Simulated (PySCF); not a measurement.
## Electron correlation in Sb²⁺ (antimony, charge +2)

[Kr] 4d10 5s1 5p2, high-spin 4P determinant (an excited configuration). Calculation: PySCF 2.14, in aug-cc-pwCVTZ-DK3 (10s9p7d4f1g, 109 functions); the spin-free X2C one-electron Hamiltonian (Gaussian nucleus). Frozen: [Kr] 4d10; 3 electrons correlated.

```tsv
level	correlation energy (mhartree)
CCSD	-10.78
(T)	-0.06
CCSD(T)	-10.84
```

Diagnostics: T1 = 0.0020, D1 = 0.0042, largest double amplitude 0.036.

Q: Is a single reference adequate?

A: Yes, within this model without spin-orbit coupling: T1 lies below 0.03 and no double amplitude reaches 0.07.
